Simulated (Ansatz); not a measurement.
The same path of a periodic cell of 13 atoms, Zr₁₂B (host Zr, host structure hcp, interstitial B) was run twice with different band settings.

All numbers below come from DFT PBE, scalar-relativistic, plane waves, PAW in Ansatz 0.2.0. Settings: cutoff 420 eV, k mesh 3x2x3, gaussian smearing 0.1 eV, no spin polarisation.

Relaxed end points:

```xyz
13
Lattice="6.4600 0.0000 0.0000 -4.8450 8.3918 0.0000 0.0000 0.0000 5.1454" Properties=species:S:1:pos:R:3
Zr 0.011 0.050 -0.031
Zr -0.006 1.881 2.544
Zr -1.603 2.761 0.002
Zr -1.621 4.606 2.537
Zr -3.241 5.580 0.071
Zr -3.253 7.492 2.519
Zr 3.237 0.063 0.036
Zr 3.218 1.908 2.571
Zr 1.621 2.787 0.029
Zr 1.604 4.618 2.603
Zr 0.024 5.568 0.053
Zr 0.012 7.480 2.500
B -1.614 6.531 3.859
```

```xyz
13
Lattice="6.4600 0.0000 0.0000 -4.8450 8.3918 0.0000 0.0000 0.0000 5.1454" Properties=species:S:1:pos:R:3
Zr 0.013 0.051 0.024
Zr 0.001 1.879 2.596
Zr -1.601 2.760 -0.008
Zr -1.616 4.603 2.602
Zr -3.238 5.580 -0.077
Zr -3.246 7.490 2.622
Zr 3.239 0.063 -0.040
Zr 3.225 1.905 2.572
Zr 1.623 2.786 -0.032
Zr 1.610 4.615 2.539
Zr 0.025 5.567 -0.060
Zr 0.017 7.478 2.639
B -1.610 6.529 6.426
```

Common settings: climbing image yes; spring 5.0 eV/Å²; force threshold 0.05 eV/Å; end points relaxed.

| run | movable images | optimiser | start path | iteration limit | largest step |
| --- | --- | --- | --- | --- | --- |
| 1 | 5 | quadratic models (default) | IDPP | 74 | default |
| 2 | 3 | fire | default | 50 | 0.5 Å |

Question: What does each run give, and how far can it be trusted?

Answer: Run 1: converged after 37 iterations, highest image 0.805 eV above the first end. The profile has 2 maxima (images 2, 4) with wells between them (image 3): this band takes more than one step, which may be the mechanism or a detour left from its start path. By the program's own check the climbing image is a first-order saddle point (lowest curvatures found: -0.61 and 0.62 eV/Å²).
Run 2: not converged after 50 iterations, highest image 1.374 eV above the first end. The band didn't meet its force threshold, so its energies are provisional: the largest band force was still 0.34 eV/Å, and over the last iterations the top moved between 1.37 and 1.66 eV.
Limits of this set-up: coarse k mesh, odd electron count without spin.
